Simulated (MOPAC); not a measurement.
Job for MOPAC: AM1 on BBrH2 (SMILES BBr), a point of a bond scan (R = 1.903 Å).

```
AM1 1SCF PRECISE CHARGE=0 THREADS=1
BBrH2

B     -0.84896739 1    -1.29115255 1     0.21121296 1
H     -0.47171957 1    -2.07374537 1     1.01486037 1
H     -1.82647135 1    -1.42145963 1    -0.44309788 1
Br     0.18694365 1     0.28431336 1    -0.04650935 1
```

Program output:

```
*******************************************************************************
 **                                                                           **
 **                              MOPAC v23.2.5                                **
 **                                                                           **
 *******************************************************************************
 ** MOPAC's Digital Object Identifier: https://doi.org/10.5281/zenodo.6511958 **
 **                                                                           **
 ** Please cite the open-source release paper for use of this MOPAC version:  **
 ** J. E. Moussa and J. J. P. Stewart (2026)                                  **
 ** MOPAC: An open-source semiempirical molecular orbital program             **
 ** J. Open Source Softw., 11(119), 8025, https://doi.org/10.21105/joss.08025 **
 *******************************************************************************

                              AM1 CALCULATION RESULTS

 *******************************************************************************
 *  AM1        - The AM1 Hamiltonian to be used
 *
 *
 *
 *                 CHARGE ON SYSTEM = 0
 *
 *
 *
 *  PRECISE    - TIGHTER CRITERIA TO BE USED
 *  1SCF       - DO 1 SCF AND THEN STOP
 *  THREADS=1  - MULTI-THREADING NOT USED
 *  T=         - A TIME OF 172800.0 SECONDS REQUESTED
 *  DUMP=N     - RESTART FILE WRITTEN EVERY 7200.0 SECONDS REQUESTED
 *******************************************************************************
AM1 1SCF PRECISE CHARGE=0 THREADS=1
 BBrH2

   ATOM   CHEMICAL          X               Y               Z
  NUMBER   SYMBOL      (ANGSTROMS)     (ANGSTROMS)     (ANGSTROMS)

     1       B         -0.84896739  *  -1.29115255  *   0.21121296  *
     2       H         -0.47171957  *  -2.07374537  *   1.01486037  *
     3       H         -1.82647135  *  -1.42145963  *  -0.44309788  *
     4      Br          0.18694365  *   0.28431336  *  -0.04650935  *



          CARTESIAN COORDINATES

    NO.       ATOM           X           Y           Z

     1         B         -0.8490     -1.2912      0.2112
     2         H         -0.4717     -2.0737      1.0149
     3         H         -1.8265     -1.4215     -0.4431
     4        Br          0.1869      0.2843     -0.0465

  H: (AM1): M.J.S. DEWAR ET AL, J. AM. CHEM. SOC. 107 3902-3909 (1985)
  B: (AM1): M.J.S. DEWAR ET AL, ORGANOMETALLICS, 7, 513-521 (1988)
 Br: (AM1): M.J.S. DEWAR AND E. G. ZOEBISCH, THEOCHEM, 180, 1 (1988).

           Empirical Formula: H2 B Br  =     4 atoms



      MOLECULAR POINT GROUP   :   C2v


      RHF CALCULATION, NO. OF DOUBLY OCCUPIED LEVELS = 6


 -------------------------------------------------------------------------------
 AM1 1SCF PRECISE CHARGE=0 THREADS=1
 BBrH2



     1SCF WAS SPECIFIED, SO BFGS WAS NOT USED
     SCF FIELD WAS ACHIEVED


                              AM1 CALCULATION
                                                       MOPAC v23.2.5 Linux




          FINAL HEAT OF FORMATION =         -0.53699 KCAL/MOL =      -2.24677 KJ/MOL


          COSMO AREA              =         82.76 SQUARE ANGSTROMS
          COSMO VOLUME            =         65.94 CUBIC ANGSTROMS

          IONIZATION POTENTIAL    =         10.655968 EV
          HOMO LUMO ENERGIES (EV) =        -10.656  0.635
          NO. OF FILLED LEVELS    =          6
          MOLECULAR WEIGHT        =         92.7298         POINT GROUP:  C2v

          MOLECULAR DIMENSIONS (Angstroms)

            Atom       Atom       Distance
           Br     4    H     3     2.66848
            H     3    H     2     1.92638
            B     1    H     3     0.00000


          SCF CALCULATIONS        =          1





   ATOM   CHEMICAL          X               Y               Z
  NUMBER   SYMBOL      (ANGSTROMS)     (ANGSTROMS)     (ANGSTROMS)

     1       B         -0.84896739  *  -1.29115255  *   0.21121296  *
     2       H         -0.47171957  *  -2.07374537  *   1.01486037  *
     3       H         -1.82647135  *  -1.42145963  *  -0.44309788  *
     4      Br          0.18694365  *   0.28431336  *  -0.04650935  *

                             CARTESIAN COORDINATES

   1    B       -0.848967390    -1.291152550     0.211212960
   2    H       -0.471719570    -2.073745370     1.014860370
   3    H       -1.826471350    -1.421459630    -0.443097880
   4   Br        0.186943650     0.284313360    -0.046509350


           Empirical Formula: H2 B Br  =     4 atoms



      MOLECULAR POINT GROUP   :   C2v


                  EIGENVALUES
 -31.55484 -21.91440 -13.59556 -12.70150 -11.60951 -10.65597   0.63525   0.68615
   3.79615   4.92109


              NET ATOMIC CHARGES AND DIPOLE CONTRIBUTIONS

  ATOM NO.   TYPE          CHARGE      No. of ELECS.   s-Pop       p-Pop
    1          B           0.199140        2.8009     1.27995     1.52092
    2          H          -0.029646        1.0296     1.02965
    3          H          -0.029646        1.0296     1.02965
    4         Br          -0.139848        7.1398     1.96328     5.17657
 DIPOLE           X         Y         Z       TOTAL
 POINT-CHG.    -0.610    -0.928     0.152     1.121
 HYBRID        -0.217    -0.329     0.054     0.398
 SUM           -0.827    -1.258     0.206     1.519


          ATOMIC ORBITAL ELECTRON POPULATIONS

     Atom    s        px        py        pz
    1  B   1.27995   0.54484   0.53457   0.44151
    2  H   1.02965
    3  H   1.02965
    4 Br   1.96328   1.75578   1.49076   1.93002

 **********************
 *                    *
 * JOB ENDED NORMALLY *
 *                    *
 **********************




 == MOPAC DONE ==
```

The run finished.

Cost: roughly 0.020 core-seconds.
